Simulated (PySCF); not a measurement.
Estimate the missing entries of this data sheet.

Species: C6H10O2S.
InChI=1S/C6H10O2S/c1-3-5-9(7,8)6-4-2/h3-4H,1-2,5-6H2

Conformer (atom-mapped SMILES and torsion angles): `[CH2:1]=[CH:2][CH2:3][S:4](=[O:5])(=[O:6])[CH2:7][CH:8]=[CH2:9]`: C1–C2–C3–S4 -111°, C2–C3–S4–O5 175°, C3–S4–C7–C8 -179°, S4–C7–C8–C9 -106°.

| property | level | value |
| --- | --- | --- |
| point group of the GFN2-xTB geometry | GFN2-xTB | ? |
| rotational constants A, B, C of the GFN2-xTB geometry | GFN2-xTB | ? |
| dipole moment | PBE0/pcSseg-1 | ? |
| HOMO energy | PBE0/pcSseg-1 | -7.53 eV |
| LUMO energy | PBE0/pcSseg-1 | ? |
| 13C chemical shifts (computed TMS as zero) by class | GIAO PBE0/pcSseg-1 | ? |
| 1H chemical shifts (computed TMS as zero) by class | GIAO PBE0/pcSseg-1 | ? |
| isotropic shieldings of nuclei other than C and H, by class | GIAO PBE0/pcSseg-1 | 121 (2 O), 197 (1 S) ppm |

Gas-phase values; electronic properties from PySCF, density fitting. The structure is a single GFN2-xTB conformer in the gas phase; no vibrational or solvent corrections. NMR classes are plain means over equivalent atoms (diastereotopic ones count apart unless rotation or inversion swaps them), as if these changed places fast; in this geometry the members of some classes differ.

Question: The rotational constants A, B, C of the GFN2-xTB geometry?

Answer: 2.211, 0.974, 0.819 GHz.

Question: Give the point group of the GFN2-xTB geometry.

Answer: C1.

Question: The 1H chemical shifts (computed TMS as zero) by class?

Answer: 6.36 (2 H), 5.85 (2 H), 5.71 (2 H), 3.55 (4 H) ppm.

Question: The dipole moment?

Answer: 4.36 D.

Question: What is the LUMO energy?

Answer: -0.75 eV.

Question: Give the 13C chemical shifts (computed TMS as zero) by class.

Answer: 135.5 (2 C), 132.4 (2 C), 65.5 (2 C) ppm.

With B = h/(8π²I), that is 505.379 GHz u Å² over I, the principal moments of inertia are 228.6, 518.6 and 617.0 u Å² (most abundant isotopes); the inertial defect Ic − Ia − Ib is -130.2 u Å² (zero for a rigid planar frame, negative otherwise). The rotational constants make it an asymmetric top with κ = (2B − A − C)/(A − C) = -0.78, nearer the prolate limit (−1).
